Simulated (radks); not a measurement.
Results of a calculation; reference values are marked as such.
Task: Ionisation of Si, [Ne] 3s2 3p2, to Si+, [Ne] 3s2 3p1, under several functionals. Scalar-relativistic Kohn-Sham, spin-polarised, spherical densities, finite nucleus; open shells are filled with parallel spins first; a radial shooting solver on a logarithmic mesh with Libxc functionals. Known Delta-SCF values: exchange-only LDA 7.433 eV; BLYP 8.000 eV; exchange-only r2SCAN 7.831 eV. What does OLYP give, and what is its highest occupied eigenvalue?

Result: 8.103 eV by Delta-SCF; the 3p eigenvalue is -4.423 eV. NIST: 8.152 eV (measured).
